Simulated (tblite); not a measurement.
Species: C6H11BrOSi.
Numbering: `[SiH3:1][CH2:2][O:3]/[C:4]([Br:5])=[CH:6]/[CH:7]1[CH2:8][CH2:9]1` (hydrogens: H10, H11, H12 on Si1; H13, H14 on C2; H15 on C6; H16 on C7; H17, H18 on C8; H19, H20 on C9)

Computed with GFN2-xTB (tblite), gas phase: L-BFGS steps from a force-field or distance-geometry start until the largest atomic force falls under 0.01 eV/Å.

Step 17: E = -769.6156 eV
```
atom  x, y, z in Å  |  force x, y, z in eV/Å
Si1     3.9232   -0.0938    0.8195    0.067  -0.005   0.020
C2      2.1064    0.1731    0.3033    0.012   0.046  -0.017
O3      1.4795   -1.0707    0.0450    0.050  -0.036   0.038
C4      0.1790   -1.0179   -0.3084   -0.016   0.026  -0.029
Br5    -0.4687   -2.7809   -0.5870   -0.004  -0.011  -0.015
C6     -0.5994    0.0442   -0.4723   -0.008  -0.019   0.048
C7     -2.0214    0.0007   -0.8723    0.013   0.012  -0.030
C8     -3.0921   -0.2544    0.1556    0.036   0.020  -0.016
C9     -2.9046    1.1190   -0.4114   -0.059  -0.019  -0.016
H10     4.6531   -0.7507   -0.2618   -0.033   0.009   0.005
H11     3.9763   -0.8805    2.0496   -0.025   0.015  -0.026
H12     4.3870    1.2825    1.0325    0.089  -0.073   0.024
H13     2.0518    0.7998   -0.5934    0.005   0.036  -0.070
H14     1.5609    0.7019    1.0919   -0.041   0.015   0.072
H15    -0.1962    1.0290   -0.2937    0.054   0.027   0.028
H16    -2.1880   -0.4169   -1.8601   -0.064   0.019   0.025
H17    -3.9509   -0.8266   -0.1621    0.018   0.011   0.087
H18    -2.7878   -0.4327    1.1771   -0.028  -0.015  -0.054
H19    -3.6512    1.5129   -1.0815   -0.045  -0.016  -0.050
H20    -2.4620    1.8725    0.2264   -0.019  -0.041  -0.022
```

Step 18: E = -769.6177 eV
```
atom  x, y, z in Å  |  force x, y, z in eV/Å
Si1     3.9230   -0.0950    0.8193    0.057   0.007   0.010
C2      2.1055    0.1789    0.3030    0.062   0.068   0.006
O3      1.4824   -1.0674    0.0460    0.031   0.018   0.036
C4      0.1819   -1.0152   -0.3074   -0.034   0.002  -0.033
Br5    -0.4689   -2.7764   -0.5892    0.007  -0.023  -0.014
C6     -0.5983    0.0456   -0.4689   -0.025   0.005   0.020
C7     -2.0199    0.0007   -0.8727   -0.009  -0.004   0.000
C8     -3.0902   -0.2570    0.1561    0.026   0.047  -0.018
C9     -2.9075    1.1168   -0.4122   -0.025  -0.021  -0.046
H10     4.6446   -0.7597   -0.2646   -0.038   0.030   0.025
H11     3.9680   -0.8893    2.0461   -0.020   0.035  -0.038
H12     4.3943    1.2812    1.0346    0.076  -0.122   0.017
H13     2.0525    0.8080   -0.5935   -0.005  -0.002  -0.048
H14     1.5619    0.7098    1.0931   -0.034  -0.020   0.041
H15    -0.1951    1.0302   -0.2889    0.042   0.033   0.027
H16    -2.1875   -0.4209   -1.8593   -0.045   0.034   0.042
H17    -3.9490   -0.8314   -0.1605    0.044   0.021   0.098
H18    -2.7854   -0.4295    1.1788   -0.034  -0.028  -0.069
H19    -3.6537    1.5081   -1.0852   -0.036  -0.024  -0.031
H20    -2.4638    1.8732    0.2222   -0.040  -0.057  -0.025
```

Question: Estimate the geometry and energy of step 19. (The exact step hangs on the optimiser's Hessian estimate; all steps are aligned on step 18, rigid shifts and turns removed.)

Answer: E = -769.6202 eV, largest force 0.165 eV/Å
```
atom  x, y, z in Å  |  force x, y, z in eV/Å
Si1     3.9237   -0.0963    0.8193    0.018   0.013  -0.006
C2      2.1055    0.1870    0.3028    0.090   0.073   0.029
O3      1.4860   -1.0629    0.0479   -0.003   0.085   0.024
C4      0.1852   -1.0119   -0.3067   -0.032  -0.017  -0.024
Br5    -0.4687   -2.7716   -0.5921    0.023  -0.028  -0.013
C6     -0.5973    0.0477   -0.4645   -0.032   0.031  -0.016
C7     -2.0183    0.0008   -0.8730   -0.015  -0.020   0.023
C8     -3.0876   -0.2593    0.1562   -0.004   0.051  -0.003
C9     -2.9115    1.1138   -0.4141    0.011   0.004  -0.076
H10     4.6339   -0.7697   -0.2675   -0.032   0.045   0.033
H11     3.9578   -0.8990    2.0414   -0.012   0.048  -0.036
H12     4.4046    1.2772    1.0375    0.071  -0.148   0.014
H13     2.0532    0.8176   -0.5945   -0.013  -0.044  -0.009
H14     1.5624    0.7185    1.0953   -0.013  -0.054  -0.005
H15    -0.1930    1.0320   -0.2826    0.017   0.025   0.022
H16    -2.1879   -0.4251   -1.8577   -0.017   0.041   0.048
H17    -3.9460   -0.8368   -0.1566    0.054   0.021   0.090
H18    -2.7830   -0.4263    1.1796   -0.027  -0.035  -0.061
H19    -3.6574    1.5020   -1.0902   -0.024  -0.032  -0.010
H20    -2.4667    1.8729    0.2168   -0.059  -0.059  -0.024
```

The energy changes by -0.0025 eV. The first-order estimate −F·Δx gives -0.0034 eV and the mean of the old and new forces, exact on a quadratic surface, -0.0025 eV. The step makes an angle of 72° with the force vector and moves no atom by more than 0.015 Å.

What follows is the cost of the whole relaxation. Hardware: an Arm Neoverse N1 with one thread, no GPU, shared host with 64 logical CPUs at a one-minute load of 60. Cost: 2.9 s of wall time.
